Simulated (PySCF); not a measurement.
F3Ge, SMILES [F][Ge]([F])[F] (connectivity only; charge and spin as stated), charge +1, multiplicity 1.

Geometry: B3LYP-D3(BJ)/def2-SVP. The spin state was assumed, not searched. The isomer is the one that the SMILES or the coordinates give; other isomers of the formula were not compared.

Level of theory: PBE/def2-TZVPD run with PySCF.

Symmetry labels are those of the subgroup C2v that the program uses (full group D3h).

Computed valence orbital energies around the gap with their symmetry:
| orbital | symmetry | energy (eV) |
|---|---|---|
| HOMO−7 | A1 | -20.01 |
| HOMO−6 | B1 | -20.01 |
| HOMO−5 | B2 | -18.95 |
| HOMO−4 | B1 | -18.12 |
| HOMO−3 | A1 | -18.12 |
| HOMO−2 | A2 | -18.08 |
| HOMO−1 | B2 | -18.08 |
| HOMO | B1 | -17.75 |
| LUMO | A1 | -12.13 |
| LUMO+1 | B2 | -10.28 |
| LUMO+2 | A1 | -5.77 |
| LUMO+3 | B1 | -5.77 |
